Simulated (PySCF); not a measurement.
Isomers of C3H11NO2Si3.

All values: PBE0/pcSseg-1 (PySCF) at GFN2-xTB geometries, gas phase, one conformer each.

(1) Rank by HOMO energy, highest first.
A. `[O:1]=[CH:2][C@@H:3]1[CH2:4][Si@@H:5]([N:6]([SiH3:7])[SiH3:8])[O:9]1` with O1–C2–C3–C4 -96°, C4–Si5–N6–Si7 73°
B. `[CH3:1][NH:2][SiH2:3][C:4](=[O:5])[SiH2:6][C:7](=[O:8])[SiH3:9]` with C1–N2–Si3–C4 -173°, N2–Si3–C4–O5 -147°, Si3–C4–Si6–C7 -140°, C4–Si6–C7–O8 126°
C. `[CH2:1]=[CH:2][Si@@:3]([OH:4])([CH:5]=[O:6])[SiH2:7][NH:8][SiH3:9]` with C1–C2–Si3–O4 12°, C2–Si3–O4–H -179°, C2–Si3–C5–O6 89°, C2–Si3–Si7–N8 -89°, Si3–Si7–N8–Si9 177°
D. `[CH2:1]=[C:2]([CH:3]=[O:4])[O:5][SiH2:6][N:7]([SiH3:8])[SiH3:9]` with C1–C2–C3–O4 180°, C1–C2–O5–Si6 180°, C2–O5–Si6–N7 -179°, O5–Si6–N7–Si8 179°

(2) Rank by HOMO–LUMO gap, highest first.
A. `[CH3:1][C@:2]1([CH:3]=[O:4])[O:5][SiH2:6][N:7]([SiH3:8])[SiH2:9]1` with C1–C2–C3–O4 41°
B. `[CH3:1]/[N:2]=[CH:3]/[C@@H:4]1[SiH2:5][O:6][Si@@H:7]1[O:8][SiH3:9]` with N2–C3–C4–Si5 17°, O6–Si7–O8–Si9 -47°
C. `[CH3:1][NH:2][SiH2:3][C:4](=[O:5])[SiH2:6][C:7](=[O:8])[SiH3:9]` with C1–N2–Si3–C4 -173°, N2–Si3–C4–O5 -147°, Si3–C4–Si6–C7 -140°, C4–Si6–C7–O8 126°
D. `[CH3:1]/[C:2]([CH:3]=[O:4])=[N:5]\[SiH2:6][SiH2:7][O:8][SiH3:9]` with C1–C2–C3–O4 1°, C2–N5–Si6–Si7 85°, N5–Si6–Si7–O8 -19°, Si6–Si7–O8–Si9 71°
E. `[CH2:1]=[C:2]([CH:3]=[O:4])[O:5][SiH2:6][N:7]([SiH3:8])[SiH3:9]` with C1–C2–C3–O4 180°, C1–C2–O5–Si6 180°, C2–O5–Si6–N7 -179°, O5–Si6–N7–Si8 179°
F. `[CH2:1]=[CH:2][Si@@:3]([OH:4])([CH:5]=[O:6])[SiH2:7][NH:8][SiH3:9]` with C1–C2–Si3–O4 12°, C2–Si3–O4–H -179°, C2–Si3–C5–O6 89°, C2–Si3–Si7–N8 -89°, Si3–Si7–N8–Si9 177°

(3) Rank by the highest Hirshfeld charge on any atom, highest value first.
A. `[CH3:1][C@:2]1([CH:3]=[O:4])[O:5][SiH2:6][N:7]([SiH3:8])[SiH2:9]1` with C1–C2–C3–O4 41°
B. `[CH2:1]=[C:2]([CH:3]=[O:4])[O:5][SiH2:6][N:7]([SiH3:8])[SiH3:9]` with C1–C2–C3–O4 180°, C1–C2–O5–Si6 180°, C2–O5–Si6–N7 -179°, O5–Si6–N7–Si8 179°
C. `[O:1]=[CH:2][C@@H:3]1[CH2:4][Si@@H:5]([N:6]([SiH3:7])[SiH3:8])[O:9]1` with O1–C2–C3–C4 -96°, C4–Si5–N6–Si7 73°
D. `[CH3:1]/[N:2]=[CH:3]/[C@@H:4]1[SiH2:5][O:6][Si@@H:7]1[O:8][SiH3:9]` with N2–C3–C4–Si5 17°, O6–Si7–O8–Si9 -47°
E. `[CH3:1][NH:2][SiH2:3][C:4](=[O:5])[SiH2:6][C:7](=[O:8])[SiH3:9]` with C1–N2–Si3–C4 -173°, N2–Si3–C4–O5 -147°, Si3–C4–Si6–C7 -140°, C4–Si6–C7–O8 126°
F. `[O:1]=[CH:2][C@H:3]1[CH2:4][SiH2:5][N:6]([SiH3:7])[SiH2:8][O:9]1` with O1–C2–C3–C4 82°, C2–C3–C4–Si5 -179°, C3–C4–Si5–N6 -46°, C4–Si5–N6–Si7 -166°, Si5–N6–Si8–O9 -18°

Results:

(1) B (-6.12 eV), C (-6.87 eV), D (-7.21 eV), A (-7.41 eV).

(2) B (6.89 eV), A (6.42 eV), F (5.11 eV), E (4.87 eV), D (4.59 eV), C (3.63 eV).

(3) D (+0.473 e), C (+0.446 e), A (+0.431 e), F (+0.419 e), B (+0.386 e), E (+0.360 e).

All values together:

| SMILES | μ (D) | HOMO (eV) | LUMO (eV) | lowest IAO charge (e) | highest IAO charge (e) | lowest Hirshfeld charge (e) | highest Hirshfeld charge (e) |
| --- | --- | --- | --- | --- | --- | --- | --- |
| C=C[Si@@](O)(C=O)[SiH2]N[SiH3] | 2.19 | -6.87 | -1.76 | -0.942 (N) | +0.950 (Si) | -0.335 (N) | +0.354 (Si) |
| C[C@]1(C=O)O[SiH2]N([SiH3])[SiH2]1 | 2.98 | -7.31 | -0.89 | -1.049 (N) | +1.124 (Si) | -0.355 (N) | +0.431 (Si) |
| O=C[C@H]1C[SiH2]N([SiH3])[SiH2]O1 | 2.67 | -7.46 | -0.97 | -1.054 (N) | +1.113 (Si) | -0.352 (N) | +0.419 (Si) |
| C/C(C=O)=N\[SiH2][SiH2]O[SiH3] | 1.90 | -7.20 | -2.61 | -0.890 (O) | +0.884 (Si) | -0.304 (O) | +0.389 (Si) |
| CN[SiH2]C(=O)[SiH2]C(=O)[SiH3] | 4.30 | -6.12 | -2.49 | -0.678 (N) | +0.859 (Si) | -0.243 (N) | +0.360 (Si) |
| C/N=C/[C@@H]1[SiH2]O[Si@@H]1O[SiH3] | 2.49 | -7.23 | -0.34 | -0.910 (O) | +1.325 (Si) | -0.336 (O) | +0.473 (Si) |
| O=C[C@@H]1C[Si@@H](N([SiH3])[SiH3])O1 | 3.62 | -7.41 | -0.92 | -1.038 (N) | +1.219 (Si) | -0.344 (N) | +0.446 (Si) |
| C=C(C=O)O[SiH2]N([SiH3])[SiH3] | 3.10 | -7.21 | -2.34 | -1.060 (N) | +1.098 (Si) | -0.356 (N) | +0.386 (Si) |

Conformers: `[CH2:1]=[CH:2][Si@@:3]([OH:4])([CH:5]=[O:6])[SiH2:7][NH:8][SiH3:9]` with C1–C2–Si3–O4 12°, C2–Si3–O4–H -179°, C2–Si3–C5–O6 89°, C2–Si3–Si7–N8 -89°, Si3–Si7–N8–Si9 177°; `[CH3:1][C@:2]1([CH:3]=[O:4])[O:5][SiH2:6][N:7]([SiH3:8])[SiH2:9]1` with C1–C2–C3–O4 41°; `[O:1]=[CH:2][C@H:3]1[CH2:4][SiH2:5][N:6]([SiH3:7])[SiH2:8][O:9]1` with O1–C2–C3–C4 82°, C2–C3–C4–Si5 -179°, C3–C4–Si5–N6 -46°, C4–Si5–N6–Si7 -166°, Si5–N6–Si8–O9 -18°; `[CH3:1]/[C:2]([CH:3]=[O:4])=[N:5]\[SiH2:6][SiH2:7][O:8][SiH3:9]` with C1–C2–C3–O4 1°, C2–N5–Si6–Si7 85°, N5–Si6–Si7–O8 -19°, Si6–Si7–O8–Si9 71°; `[CH3:1][NH:2][SiH2:3][C:4](=[O:5])[SiH2:6][C:7](=[O:8])[SiH3:9]` with C1–N2–Si3–C4 -173°, N2–Si3–C4–O5 -147°, Si3–C4–Si6–C7 -140°, C4–Si6–C7–O8 126°; `[CH3:1]/[N:2]=[CH:3]/[C@@H:4]1[SiH2:5][O:6][Si@@H:7]1[O:8][SiH3:9]` with N2–C3–C4–Si5 17°, O6–Si7–O8–Si9 -47°; `[O:1]=[CH:2][C@@H:3]1[CH2:4][Si@@H:5]([N:6]([SiH3:7])[SiH3:8])[O:9]1` with O1–C2–C3–C4 -96°, C4–Si5–N6–Si7 73°; `[CH2:1]=[C:2]([CH:3]=[O:4])[O:5][SiH2:6][N:7]([SiH3:8])[SiH3:9]` with C1–C2–C3–O4 180°, C1–C2–O5–Si6 180°, C2–O5–Si6–N7 -179°, O5–Si6–N7–Si8 179°.
